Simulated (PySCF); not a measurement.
NICS in rings of unrelated molecules.

Definitions: NICS(0) = −σiso at the ring centroid; NICS(1) = −σiso and NICS(1)zz = −σzz at ±1 Å along the ring normal z. Level: GIAO PBE0/pcSseg-1 (PySCF, non-relativistic, gas phase) on the GFN2-xTB geometries, one conformer each. Atom numbers follow the mapped SMILES.

Question: Order these rings by mean NICS(1)zz, lowest (most negative) first (ppm).
A. ring Si4–Si6–O7–Si8 in `[CH2:1]=[C:2]([F:3])[Si:4]1([F:5])[SiH2:6][O:7][SiH2:8]1`
B. ring N4–C5–N6–N7–C8 in `[CH2:1]=[CH:2][CH2:3][n:4]1[cH:5][n:6][n:7][c:8]1[CH3:9]`
C. ring C3–C4–Si5–C6 in `[N:1]#[C:2][CH:3]1[CH2:4][SiH2:5][CH2:6]1`
D. ring C4–C5–C6–C7 in `[CH3:1][C:2]#[C:3][C:4]1=[CH:5][CH+:6][CH2:7]1` (charge +1)
E. ring C8–C9–C10–C11–C12 in `[F:1][C:2]([F:3])([F:4])[C:5]([F:6])([F:7])[C:8]1=[CH:9][CH2:10][CH:11]=[CH:12]1`
F. ring C2–N3–N4–N5–C6 in `[CH3:1][c:2]1[n:3][nH:4][n:5][c:6]1[CH:7]1[CH2:8][CH2:9]1`

Answer: F (-31.2), B (-29.6), E (-12.2), A (0.9), C (5.8), D (6.9).

```
                      SMILES                                                      ring  NICS(0)  NICS(1)  NICS(1)zz  HOMA  rms pucker (Å)  ring atoms with four or more neighbours
            Cc1n[nH]nc1C1CC1       5-membered ring with 3 N; formal bonds all aromatic    -12.7    -12.9      -31.2  0.95            0.00                                        0
                C=CCn1cnnc1C       5-membered ring with 3 N; formal bonds all aromatic    -11.2    -11.2      -29.6  0.88            0.00                                        0
    FC(F)(F)C(F)(F)C1=CCC=C1    5-membered carbocycle; formal bonds 2 double, 3 single     -3.4     -5.8      -12.2     –            0.00                                        1
C=C(F)[Si]1(F)[SiH2]O[SiH2]1  4-membered ring with O and 3 Si; formal bonds all single     -1.5     -1.1        0.9     –            0.00                                        3
              N#CC1C[SiH2]C1          4-membered ring with Si; formal bonds all single      1.4     -0.4        5.8     –            0.06                                        4
             CC#CC1=C[CH+]C1    4-membered carbocycle; formal bonds 1 double, 3 single     12.6     -0.5        6.9     –            0.01                                        1
```

NICS(0) gives the same order. The isotropic NICS(1) gives another order. HOMA uses Krygowski's 1993 parameters; it is left out where a ring has a four-coordinate atom, a triple bond, no multiple bond or a kind of bond without parameters. NICS(1) and NICS(1)zz are means over the two faces.
